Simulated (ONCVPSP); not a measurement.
Si: one change to an ONCV potential, before and after

ONCVPSP 4.0.1 input, shortened (lines: element, Z, core and valence counts, functional; n l f; lmax; l rc ep ncon nbas qcut; lloc lpopt rc5 dvloc0; l nproj debl; icmod fcfact rcfact), PBE, non-relativistic:

```
  Si 14.00    3    2        4      upf
    1    0    2.00
    2    0    2.00
    2    1    6.00
    3    0    2.00
    3    1    2.00
    2
    0    1.80    0.00    4    8    3.60
    1    1.80    0.00    4    7    4.10
    2    2.10    0.08    4    7    4.60
    0    5    1.80    0.00
    0    0    0.80
    1    3    2.80
    2    3    3.00
    2    0.30    1.10
```

Change: p: nbas 8.

Cutoffs: the cutoffs (Ha) at which the residual kinetic energy of the hardest occupied pseudo-wave falls to 1 and 0.1 mHa per electron; they do not see the model core or the augmentation charge, which bear on the density cutoff. Errors are all-electron minus pseudo energies relative to the spin-unpolarised reference configuration.

Q: How do hardness, ghosts and transferability respond?

A: The potential gets neither clearly harder nor softer (7.7 Ha and 43 Ha → 7.7 Ha and 43 Ha); the bound ghost in p disappears; the errors of the 4 common tests hardly move.

| quantity | base | changed |
| --- | --- | --- |
| cutoff, loose | 7.7 Ha | 7.7 Ha |
| cutoff, tight | 43 Ha | 43 Ha |
| loose cutoff by channel | s 7.7 Ha, p 3.1 Ha | s 7.7 Ha, p 3.1 Ha |
| bound ghosts | p | none |
| GHOST(+) flags under 300 eV | none | none |
| error for 3s2 3p1, meV [ΔE 7.75 eV] | +2.4 | +2.4 |
| error for 3s2 3p0, meV [ΔE 23.76 eV] | +25 | +25 |
| error for 3s1 3p0, meV [ΔE 57.66 eV] | +123 | +122 |
| error for 3s1 3p3, meV [ΔE 6.76 eV] | -1.7 | -1.6 |
| s: phases at 1.83 bohr within 0.05 rad from the reference energy up to (Ha; the scan ends near 5) | 1.8 | 1.8 |
| p: phases at 1.83 bohr within 0.05 rad from the reference energy up to (Ha; the scan ends near 5) | to the end of the scan | to the end of the scan |
| d: phases at 2.13 bohr within 0.05 rad from the reference energy up to (Ha; the scan ends near 5) | to the end of the scan | to the end of the scan |
| rms error of d²Exc/dni dnj with the model core, mHa | 0.89 | 0.89 |

Base: The cutoffs count occupied waves only; projector 3 of the p channel, the hardest unoccupied one, needs 74 Ha at the loose tolerance. Changed file: The cutoffs count occupied waves only; projector 3 of the p channel, the hardest unoccupied one, needs 94 Ha at the loose tolerance. A true bound ghost makes a file unfit for plane-wave use even where its test errors are small: the radial tests pick states by their node count and pass the ghost by.
